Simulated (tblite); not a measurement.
Species: C7H13OP2 (charge +1).
SMILES with atom numbers: `[CH3:1][CH2:2][CH2:3][P@@H+:4]([PH2:5])[c:6]1[cH:7][cH:8][cH:9][o:10]1` (hydrogens: H11, H12, H13 on C1; H14, H15 on C2; H16, H17 on C3; H18 on P4; H19, H20 on P5; H21 on C7; H22 on C8; H23 on C9)

A start from a force field or distance geometry was refined with GFN2-xTB geometry optimisation, gas phase (tblite 0.8.0). Values at the start:

```
coordinate    start
     C1–C2  1.503 Å
    C1–H11  1.111 Å
     C2–C3  1.451 Å
    C2–H14  1.113 Å
    C2–H15  1.119 Å
     C3–P4  1.778 Å
    C3–H16  1.111 Å
    C3–H17  1.128 Å
     P4–C6  1.807 Å
    P4–H18  1.398 Å
    P5–H19  1.471 Å
    C6–O10  1.317 Å
     C7–C8  1.385 Å
     C8–C9  1.385 Å
    C8–H22  1.088 Å
    C9–O10  1.300 Å
  C1–C2–C3   117.3°
  C2–C3–P4   119.5°
  C3–P4–P5   108.4°
  P4–C6–C7   128.1°
 P4–C6–O10   121.4°
  P5–P4–C6   106.8°
 C6–O10–C9   109.6°
 C8–C9–O10   108.1°
```

Task: How do these coordinates change at the GFN2-xTB level?

Result: 
```json
{"coordinate": "C2–C3", "GFN2-xTB (Å or °)": "1.529", "change": "+0.078"}
{"coordinate": "P5–H19", "GFN2-xTB (Å or °)": "1.400", "change": "-0.071"}
{"coordinate": "C3–P4", "GFN2-xTB (Å or °)": "1.827", "change": "+0.049"}
{"coordinate": "C6–O10", "GFN2-xTB (Å or °)": "1.355", "change": "+0.038"}
{"coordinate": "C9–O10", "GFN2-xTB (Å or °)": "1.333", "change": "+0.033"}
{"coordinate": "C3–H17", "GFN2-xTB (Å or °)": "1.095", "change": "-0.033"}
{"coordinate": "C2–H15", "GFN2-xTB (Å or °)": "1.091", "change": "-0.028"}
{"coordinate": "C7–C8", "GFN2-xTB (Å or °)": "1.409", "change": "+0.024"}
{"coordinate": "P4–C6", "GFN2-xTB (Å or °)": "1.785", "change": "-0.022"}
{"coordinate": "C8–C9", "GFN2-xTB (Å or °)": "1.365", "change": "-0.020"}
{"coordinate": "C2–H14", "GFN2-xTB (Å or °)": "1.095", "change": "-0.018"}
{"coordinate": "C8–H22", "GFN2-xTB (Å or °)": "1.070", "change": "-0.018"}
{"coordinate": "C1–H11", "GFN2-xTB (Å or °)": "1.093", "change": "-0.018"}
{"coordinate": "C1–C2", "GFN2-xTB (Å or °)": "1.521", "change": "+0.018"}
{"coordinate": "C3–H16", "GFN2-xTB (Å or °)": "1.096", "change": "-0.015"}
{"coordinate": "P4–H18", "GFN2-xTB (Å or °)": "1.385", "change": "-0.013"}
{"coordinate": "P5–P4–C6", "GFN2-xTB (Å or °)": "116.9", "change": "+10.1"}
{"coordinate": "C2–C3–P4", "GFN2-xTB (Å or °)": "111.6", "change": "-7.9"}
{"coordinate": "P4–C6–C7", "GFN2-xTB (Å or °)": "135.2", "change": "+7.1"}
{"coordinate": "P4–C6–O10", "GFN2-xTB (Å or °)": "114.5", "change": "-6.9"}
{"coordinate": "C1–C2–C3", "GFN2-xTB (Å or °)": "111.9", "change": "-5.4"}
{"coordinate": "C8–C9–O10", "GFN2-xTB (Å or °)": "111.0", "change": "+2.9"}
{"coordinate": "C3–P4–P5", "GFN2-xTB (Å or °)": "111.2", "change": "+2.8"}
{"coordinate": "C6–O10–C9", "GFN2-xTB (Å or °)": "106.9", "change": "-2.7"}
```

The energy falls by 1.491 eV over 202 L-BFGS steps, the largest force on an atom goes from 3.14 to 0.010 eV/Å, and the atoms move by 1.046 Å rms after alignment. The bond that changes most is C2–C3 (chain CH2 carbon to sp3 carbon bound to phosphorus), which lengthens by 0.078 Å. Bonds longer at the end by more than 0.005 Å: 7 of 23; shorter: 15. Among the dihedrals that turn most is H17–C3–P4–P5, from -120° to 162°. Rotational constants go from 1163, 747.8, 486.5 to 1728, 590.8, 473.0 MHz.

Time: 2.4 s wall. Hardware: one thread, Arm Neoverse V1 (aarch64), no GPU, shared host with 32 logical CPUs at a one-minute load of 22.

Its lowest GFN2-xTB frequency is 12i cm⁻¹, too small to tell a flat minimum from a shallow saddle. 3 starts were optimised and ended at 0.00, 0.15 and 0.76 kcal/mol (GFN2-xTB); the lowest of these is shown.

One conformer stands for the species.

These are computed values.
